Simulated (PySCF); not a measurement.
Species: CH13AsSi4.
Cartesian coordinates in Å at the PBE0-D3(BJ)/def2-SVP level; atoms count from 1:
```
atom  x, y, z in Å
Si1    2.6843   -0.9321    1.0431
C2     1.5603   -1.0403   -0.4662
Si3    0.5534    0.5076   -0.8298
As4   -0.5553    1.2130    1.1458
Si5   -2.3105    2.3061    0.0039
Si6   -1.7514   -0.8146    1.3585
H7     1.8669   -0.7999    2.2868
H8     3.5821    0.2583    0.9350
H9     3.5283   -2.1613    1.1557
H10    0.8733   -1.8942   -0.3341
H11    2.1749   -1.2630   -1.3558
H12   -0.4245    0.2556   -1.9365
H13    1.4604    1.6216   -1.2447
H14   -2.9424    1.4528   -1.0501
H15   -3.3504    2.6921    1.0048
H16   -1.7618    3.5411   -0.6335
H17   -0.8499   -1.8419    1.9634
H18   -2.2467   -1.3313    0.0430
H19   -2.9200   -0.5977    2.2636
```

Linear response at B3LYP/def2-SVPD (PySCF, frozen core in the response, non-relativistic). Relativistic effects, spin–orbit coupling among them, are left out although an element past zinc is present.

Static isotropic polarisability: 162.44 au (24.07 Å³), principal values 137.5, 158.1, 191.7 au.

What is the polarisability at 1064 nm and at the sodium D line?

164.53 au at 1064 nm (+1.3 %), 169.56 au at 589.3 nm (+4.4 %). The rise at 589.3 nm is 3.40 times that at 1064 nm; a pure ω² law gives 3.26. The lowest singlet lies at 219 nm, shorter than both wavelengths.

What is the isotropic C6 coefficient between two such molecules, C6 = (3/π)∫α(iω)² dω?

8242 au (Eh·bohr⁶) by a ten-point quadrature over imaginary frequencies, which is 4920 eV·Å⁶ or 475 J·nm⁶/mol.

Which effective excitation energy ω̄ makes London's formula C6 = (3/4)α²ω̄ exact here?

ω̄ = 4·C6/(3α²) = 0.417 Eh = 11.3 eV. A one-pole form α(ω) = α/(1 − ω²/ω̄²) fitted to the 1064 nm value gives 10.3 eV.

How many electrons N does the Slater–Kirkwood formula C6 = (3/4)·√N·α^(3/2) need to give this C6?

N = (4·C6/3)²/α³ = 28.2; the species has 108 electrons in all.

The lowest 6 singlets have (eV, f): 5.66, 0.023; 5.72, 0.045; 5.94, 0.022; 6.05, 0.015; 6.12, 0.030; 6.53, 0.008. What share of the static polarisability do they carry in the sum over states α = Σ f/ω²?

3.05 au, 1.9 % of α; the largest term, 1.02 au, is that of the state at 5.72 eV. Their oscillator strengths add up to 0.14. Higher states carry the rest.

What molar refraction at the D line follows from R = (4π/3)·N_A·α′, with α′ the polarisability volume?

α′ = 25.13 Å³ gives R = 63.38 cm³/mol, for isolated, non-vibrating species.

How anisotropic is the static polarisability, by Δα² = ½[(α1 − α2)² + (α2 − α3)² + (α3 − α1)²]?

Δα = 47.4 au, or 0.29 of the isotropic value.

What does −C6/R⁶ come to at R = 12 Å between centres?

-160 J/mol. This is the leading, orientation-averaged term; C8 and higher terms are left out.

One conformer stands for the species.
